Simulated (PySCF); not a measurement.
## Te²⁺ (tellurium, charge +2) across methods

[Kr] 4d10 5s2 5p1 5d1, one real determinant (an excited configuration). Calculation: PySCF 2.14, in aug-cc-pVTZ-PP with ECP28MDF (6s5p4d2f, 55 functions); a scalar-relativistic core potential.

| method | E (hartree) | mean ε 5s β (eV) | mean ε 5p α (eV) | mean ε 5d α (eV) | Σ⟨r²⟩ (bohr²) | ⟨S²⟩ |
| --- | --- | --- | --- | --- | --- | --- |
| r2SCAN | -266.6092 | -34.209 | -24.996 | -12.622 | 44.12 | 2.002 |
| PBEsol | -266.2470 | -34.096 | -24.611 | -12.583 | 44.03 | 2.001 |
| LDA | -266.1110 | -34.554 | -24.711 | -12.522 | 44.11 | 2.000 |
| r2SCAN0 | -266.5758 | -35.287 | -26.177 | -13.087 | 44.39 | 2.003 |
| PBE | -266.5224 | -34.035 | -24.583 | -12.648 | 44.12 | 2.001 |
| B97-3 | -266.5831 | -35.085 | -25.749 | -12.994 | 44.46 | 2.001 |
| PBE0 | -266.5270 | -35.102 | -25.873 | -13.128 | 44.36 | 2.001 |
| wB97X | -266.5503 | -37.942 | -28.029 | -14.466 | 44.38 | 2.001 |

Q: Estimate the same row for UHF.

A: E (hartree) = -265.56688; mean ε 5s β (eV) = -37.172; mean ε 5p α (eV) = -29.083; mean ε 5d α (eV) = -13.955; Σ⟨r²⟩ (bohr²) = 46.07; ⟨S²⟩ = 2.006.

⟨L²⟩ = 8.01 against 12 for a pure F term, so this real determinant mixes terms. Energies and moments cover only the electrons outside the core potential. The outer electron is Rydberg-like, and this basis confines it to a smaller radius and binds it less than a complete one would.
